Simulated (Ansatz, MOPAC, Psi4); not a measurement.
Species: B2H4, net charge 0, singlet state. SMILES: BB
Geometry: optimised at B3LYP-D3(BJ)/def2-TZVP (Ansatz, a program for electronic structure).

Wanted: enthalpy of formation at 298 K, in kcal/mol. Conventions: spin-orbit terms left out; 6-311+G** with 5d; dispersion terms only where a functional's name holds one; UHF or UKS for open shells; LANL2DZ all-electron up to Ne; six Cartesian d functions in 6-31G* and its kin unless marked 5d; valence correlation only; non-relativistic. CBS(X,Y): correlation extrapolated as X^-3; Hartree-Fock from the larger set. First-principles rows: single points at B3LYP-D3(BJ) geometries (Ansatz), with unscaled harmonic terms from B3LYP/6-31G* (Ansatz) at its own minima, enthalpies of formation by atomisation with measured atoms. Semi-empirical rows: MOPAC heats of formation at their own minima for 298 K.

Coupled cluster (Ansatz) is a level with limits of its own, used here on species with T1 under 0.025 (0.045 for open shells) and stable references: CCSD(T)/CBS(def2-TZVPPD,def2-QZVPPD).

Value to compare with, CCSD(T)/CBS(def2-TZVPPD,def2-QZVPPD) (Ansatz): 54.0 kcal/mol.

| level | program | enthalpy of formation at 298 K (kcal/mol) | difference |
|---|---|---|---|
| MNDO | MOPAC | 13.7 | -40.3 |
| PBE/STO-3G | Ansatz | -120.7 | -174.7 |
| PBE/6-311+G** | Ansatz | 48.7 | -5.3 |
| B3LYP/STO-3G | Ansatz | -116.6 | -170.6 |
| B3LYP/LANL2DZ | Ansatz | 52.3 | -1.7 |
| B3LYP/6-31G* | Ansatz | 40.8 | -13.2 |
| B3LYP/6-31+G* | Ansatz | 45.3 | -8.7 |
| wB97X-D/6-311+G** | Psi4 | 49.2 | -4.8 |
| MP2/6-31G* | Ansatz | 83.4 | 29.4 |
| MP2/6-311+G** | Ansatz | 72.9 | 18.9 |
| B3LYP/def2-TZVPD | Ansatz | 45.0 | -9.0 |
| B3LYP-D3(BJ)/def2-TZVPD | Ansatz + dftd3 | 42.6 | -11.4 |
| wB97X-V/def2-TZVPD | Ansatz | 47.0 | -7.0 |

Among the 10 habitual levels, PBE/STO-3G lies farthest from CCSD(T)/CBS(def2-TZVPPD,def2-QZVPPD) (Ansatz) (-174.7 kcal/mol) and B3LYP/LANL2DZ nearest (-1.7); 2 of 10 lie above it, and their mean absolute difference is 46.8 kcal/mol, the median 16.0. One case shows no general order.

The levels are drawn from those run, B3LYP/6-31G* more often than the rest, none by its result; left out are runs that failed, that the program found above a lower state of the same kind, or whose <S^2> lies over 0.5 above the pure value.
